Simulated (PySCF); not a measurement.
**Zinc: a sound run and one with changed settings**

Sound run: Zn [Ar] 3d10 4s2, Zn⁺ [Ar] 3d10 4s1. Calculation: PySCF 2.14, in 6-31G* (5s4p2d1f, 34 functions); no relativity, point nucleus. The sound run starts from symmetry-adapted Hartree-Fock orbitals and uses a fine grid where one is needed.

A second run was set up differently.

```
species  method  sound run (hartree)  changed run (hartree)  converged
     Zn     UHF          -1777.48110            -1777.47951         no
     Zn   M06-L          -1778.96326            -1778.95481         no
     Zn    MN15          -1779.31087            -1779.30887         no
    Zn⁺     UHF          -1777.20913            -1777.20807         no
    Zn⁺   M06-L          -1778.65268            -1778.64970         no
    Zn⁺    MN15          -1778.99373            -1778.99342         no
```

Problem. What was changed?
A. too few SCF iterations
B. angular grid far too coarse
C. basis contracted for another Hamiltonian
D. radial grid too coarse

Solution. A. It used initial guess minao, at most 2 SCF cycles. The SCF was stopped early; the energies are upper bounds that still move, and correlated levels were skipped or rest on poor orbitals.
